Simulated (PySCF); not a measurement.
# Bonding in `CC[C@@H]1C[C@@H](C2CC2)[SiH2]1`

Compound: C8H16Si.
SMILES with atom numbers: `[CH3:1][CH2:2][C@@H:3]1[CH2:4][C@@H:5]([CH:6]2[CH2:7][CH2:8]2)[SiH2:9]1` (hydrogens: H10, H11, H12 on C1; H13, H14 on C2; H15 on C3; H16, H17 on C4; H18 on C5; H19 on C6; H20, H21 on C7; H22, H23 on C8; H24, H25 on Si9)

Cartesian coordinates in Å at the PBE0-D3(BJ)/def2-SVP level; atoms count from 1:
```
atom  x, y, z in Å
C1    -3.585   -0.876    0.282
C2    -2.780    0.360    0.663
C3    -1.303    0.244    0.332
C4    -0.478   -0.851    1.070
C5     0.937   -0.201    1.147
C6     1.874   -0.658    0.057
C7     3.008    0.199   -0.421
C8     1.857   -0.094   -1.338
Si9    0.023    1.462    0.934
H10   -4.651   -0.759    0.530
H11   -3.219   -1.771    0.809
H12   -3.513   -1.079   -0.798
H13   -3.199    1.244    0.153
H14   -2.896    0.556    1.744
H15   -1.171    0.109   -0.757
H16   -0.482   -1.840    0.579
H17   -0.886   -0.994    2.086
H18    1.424   -0.354    2.124
H19    2.096   -1.732    0.107
H20    3.082    1.210   -0.010
H21    3.973   -0.273   -0.623
H22    1.170    0.725   -1.570
H23    2.016   -0.781   -2.172
H24    0.553    2.541    0.038
H25   -0.319    2.078    2.255
```

Bond orders from the PBE0/pcSseg-1 density (PySCF). Isolated species at its PBE0-D3(BJ)/def2-SVP geometry (one conformer only).

Problem. How far do the computed orders between heavy atoms stray from the drawn ones?

Solution. The largest departure is 0.108, at Si9–C3 (drawn single, 0.892).

Problem. Set the Mayer orders of the bonds between heavy atoms beside their lengths.

Solution. 
```tsv
bond	drawn as	length (Å)	Mayer order
C1–C2	single	1.523	1.050
C2–C3	single	1.518	1.029
C3–C4	single	1.556	0.955
C4–C5	single	1.560	0.972
C5–C6	single	1.509	1.013
C6–C7	single	1.499	0.955
C7–C8	single	1.500	0.973
C5–Si9	single	1.909	0.902
Si9–C3	single	1.898	0.892
C8–C6	single	1.504	0.955
```

Bonds between the same two heavy elements. C–C: lowest C3–C4, C6–C7 and C8–C6 (0.955, 1.556 Å), highest C1–C2 (1.050, 1.523 Å); in 11 of the 28 pairs the longer bond (by over 0.003 Å) has the higher order (by 0.02 or more). C–Si: all 2 within 0.02 of one another (0.892 to 0.902). Bonds named together lie within 0.004.

Problem. And the bonds to hydrogen?

Solution. C–H: 0.92 to 0.97 (14 bonds); H–Si: 0.94 to 0.95 (2 bonds).

Problem. Sum the orders of all bonds at each heavy atom with more than one neighbour and set the sums beside the valence in the SMILES.

Solution. C1 3.948 (drawn 4), C2 3.981 (drawn 4), C3 3.797 (drawn 4), C4 3.820 (drawn 4), C5 3.828 (drawn 4), C6 3.866 (drawn 4), C7 3.835 (drawn 4), C8 3.822 (drawn 4), Si9 3.686 (drawn 4). Orders between atoms that aren't bonded are not in these sums.

For a closed shell the Mayer order of atoms A and B is Σ (PS)μν (PS)νμ over the basis functions μ on A and ν on B, with P the density and S the overlap matrix.
